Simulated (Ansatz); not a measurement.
Calculated with Ansatz (gas phase, PBE0-D4/def2-TZVP geometries, no zero-point term in ΔE). CBS: MP2 limit from def2 TZ/QZ plus the TZ coupled-cluster correction, frozen cores. This one scheme is used for every species. DFT in def2-TZVPP. One conformer a species, not always the lowest.

Reaction (ligand exchange at the Si–C bond): `C[SiH2]/C=C/[SiH3]` + `C=CS` → `C=CS[SiH2]C` + `C=C[SiH3]`

```csv
level,ΔE (kJ/mol)
PBE0-D4,-59.8
r2SCANh-D4,-60.0
r2SCAN0-D4,-60.8
PBE0,-59.1
BHLYP,-57.9
MP2/def2-SVP,-56.4
CCSD(T)/def2-TZVPP,-57.3
HF/def2-QZVPP,-59.1
```

(1) What does CCSD(T)/CBS give? (Best estimate.)

Largest T1 diagnostic among the species: 0.012.

Answers

(1) The calculation gave: -59.7 kJ/mol. The listed levels differ from it by -0.1, -0.3, -1.1, 0.6, 1.8, 3.3, 2.4, 0.6 kJ/mol.

At CCSD(T), def2-SVP lies +6.2 kJ/mol from the extrapolated value and def2-TZVPP +2.4 kJ/mol. Leaving LDA and LC-ωPBE aside and taking each functional with its dispersion term where it has one, the values, not all of them listed here, spread over 5.3 kJ/mol, from PBE-QIDH to BLYP-D4.
